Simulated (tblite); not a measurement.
Question: Give a GFN2-xTB geometry of `CC[C@@H]1CC[C@H](F)CO1`.

Answer: 
```xyz
22
C7H13FO angstrom
C     -2.925    0.168   -0.226
C     -1.730   -0.563   -0.822
C     -0.447   -0.407   -0.004
C      0.089    1.027    0.014
C      1.399    1.081    0.797
C      2.386    0.070    0.221
F      2.822    0.508   -1.015
C      1.732   -1.308    0.078
O      0.505   -1.277   -0.597
H     -3.083   -0.133    0.808
H     -3.822   -0.069   -0.792
H     -2.783    1.245   -0.255
H     -1.536   -0.206   -1.835
H     -1.944   -1.631   -0.885
H     -0.631   -0.734    1.037
H     -0.642    1.695    0.469
H      0.270    1.344   -1.014
H      1.224    0.830    1.846
H      1.834    2.081    0.749
H      3.288   -0.008    0.842
H      2.377   -1.966   -0.508
H      1.608   -1.727    1.091
```

Orientation and origin are arbitrary. Atoms count from 1 in this order. O9 (cyclic ether oxygen) is bent (angle 113.6°). The 6-membered ring C3–C4–C5–C6–C8–O9 has internal angles of 109.8° to 113.6° (sum 668°, against 720° for a flat polygon); it is puckered, 0.23 Å rms from its mean plane, widest ring torsion 60°. Of the pairs four or more bonds apart, H12···H16 is among the closest relative to their van der Waals radii: 2.30 Å, 96 % of the sum of Bondi's values.

Bonds between heavy atoms (Å): C1–C2 1.523, C2–C3 1.530, C3–C4 1.531, C4–C5 1.528, C5–C6 1.525, C6–F7 1.382, C6–C8 1.532, C8–O9 1.400, C3–O9 1.420.

The geometry is computed with GFN2-xTB (gas phase).

Point group: C1 (no symmetry element, even within 0.4 Å). Its GFN2-xTB frequencies are all real (lowest 57 cm⁻¹). The numbers are those of one conformer (C1–C2–C3–C4 -66°, C2–C3–C4–C5 -177°, C3–C4–C5–C6 55°, C4–C5–C6–F7 71°, C5–C6–C8–O9 51°). 3 starts were optimised and ended at 0.00, 0.37 and 2.15 kcal/mol (GFN2-xTB); the lowest of these is shown.
